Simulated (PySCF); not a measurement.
Species: CH5GeNO2.
Z-matrix (Å and degrees, PBE0-D3(BJ)/def2-SVP geometry), rows numbered from 1:
```
N 
Ge  1  1.8310
C   2  2.0034  1  111.87
O   3  1.2025  2  123.98  1    83.48
O   3  1.3419  2  113.33  1   -93.37
H   1  1.0163  2  115.13  3    64.92
H   1  1.0166  2  114.65  3   -62.46
H   2  1.5339  1  107.50  3   116.48
H   2  1.5363  1  107.78  3  -121.09
H   5  0.9743  3  106.75  2   176.90
```

Lines to be assigned: C 1s: 294.18 eV; N 1s: 404.78 eV; O 1s: 537.88 (area 1), 539.99 (area 1) eV.

The calculation used delta-SCF UKS SCAN, pcX-2 on the ionised atom, pcseg-1 elsewhere, spin-free X2C (PySCF 2.14.0). One conformer (not necessarily the lowest) at the PBE0-D3(BJ)/def2-SVP geometry, without solvent, vibrations or thermal averaging.

(1) Assign the O 1s lines to atoms.

Results:

(1) 537.88 eV: O4 (acid carbonyl oxygen); 539.99 eV: O5 (acid hydroxyl oxygen). The listed O 1s values span 2.11 eV, from O4 (bonded to C (double bond)) to O5 (bonded to C and H).

Bonded neighbours of each site: N1: 2 H and Ge; C3: O (double bond), O and Ge; O4: C (double bond); O5: C and H.

Task: Which photon energy gives electrons from O 1s of O5 a kinetic energy of 150 eV, and what is their de Broglie wavelength?

Result: hν = 539.99 + 150 = 689.99 eV, recoil neglected; λ = 12.264 Å/√(E/eV) = 1.00 Å.

No level of germanium is listed.

The run took 27 s of wall time on Arm Neoverse V1, one thread, shared host.
